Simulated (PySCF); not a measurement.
C5H7O, SMILES C1[CH]CC(=O)C1, multiplicity 2.

Geometry optimised at B3LYP-D3(BJ)/def2-SVP. The isomer is the one that the SMILES or the coordinates give; other isomers of the formula were not compared. The values are those of a single conformer.

Method: PySCF with B3LYP/def2-TZVP.

The molecule is in vacuum.

Q: Estimate the frontier levels, dipole moment and polarisability. (The exact figures need the calculation; the answer reports its results.)

A: 
* **α spin, highest occupied and lowest empty level**: -5.56 and -0.85 eV
* **β spin, highest occupied and lowest empty level**: -6.89 and -1.78 eV
* **dipole moment**: 2.94 D
* **quadrupole, principal values (traceless, Buckingham form, about the centre of nuclear charge)**: -9.13, 3.67, 5.45 D·Å
* **mean static polarisability**: 58.3 bohr³ (8.63 Å³)
* **polarisability, principal values**: 45.8, 62.0, 66.9 bohr³
* **⟨S²⟩**: 0.755 (pure state 0.75)
